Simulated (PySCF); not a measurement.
Compound: C4H12AlN.
Structure used (PBE0-D3(BJ)/def2-SVP), in Å, numbered top down from 1:
```xyz
18
C4H12AlN angstrom
C     -1.7333   -0.3370   -1.2869
C     -1.4980    0.7427   -0.2748
C     -0.8757    0.5971    0.9166
C     -0.1703   -0.5859    1.4483
Al     1.8033   -0.4147    1.0480
N      1.6310    0.3422   -0.8490
H     -1.3125   -1.3036   -0.9734
H     -2.8123   -0.4905   -1.4588
H     -1.3061   -0.0868   -2.2750
H     -1.9340    1.7221   -0.5038
H     -0.8250    1.4965    1.5450
H     -0.2708   -0.6437    2.5446
H     -0.5392   -1.5350    1.0262
H      2.6086   -1.7840    0.8145
H      2.5449    0.8058    1.7845
H      0.7083    0.8090   -0.8543
H      1.6293   -0.3643   -1.5847
H      2.3423    1.0349   -1.0810
```

Level of theory: PBE0-D3(BJ)/def2-SVP geometry optimisation, gas phase (PySCF).

Problem. Which atoms are bound to Al5, and at what distances?

Solution. 4 atoms: H14 1.606 Å, H15 1.607 Å, C4 2.021 Å, N6 2.050 Å. The nearest atom not counted as bound is H16, at 2.51 Å.

Problem. List the angles at Al5.

Solution. 
| angle | degrees | distance of the outer atoms (Å) |
| --- | --- | --- |
| H14–Al5–H15 | 118.9 | 2.77 |
| C4–Al5–H14 | 116.5 | 3.09 |
| C4–Al5–H15 | 115.1 | 3.07 |
| N6–Al5–H14 | 102.9 | 2.87 |
| N6–Al5–H15 | 100.5 | 2.83 |
| C4–Al5–N6 | 97.6 | 3.06 |

Problem. What is the shape at Al5?

Solution. Distorted tetrahedral: angles from 97.6° to 118.9°; τ4 = (360° − α − β)/141° = 0.88 with α and β the two widest (0 for a square, 1 for a tetrahedron).

Problem. What are the other bond lengths?

Solution. C1–C2 1.498 Å; C2=C3 1.352 Å; C3–C4 1.476 Å; C1–H7, C1–H8, C1–H9 1.103 Å; C2–H10 1.096 Å; C3–H11 1.098 Å; C4–H12, C4–H13 1.102 Å; N6–H16 1.034 Å; N6–H17, N6–H18 1.020 Å.

Problem. Give some angles away from the centre.

Solution. C1–C2–C3 126.1°, C2–C3–C4 128.6°, C3–C4–Al5 109.1°.

Problem. What are the rotational constants (commonest isotopes, rigid rotor)?

Solution. A = 3883, B = 1743, C = 1434 MHz: an asymmetric top.

Point group: C1 (no symmetry element, even within 0.4 Å). Charge 0, singlet. Stationary, but not proved a minimum.

One conformer stands for the species.
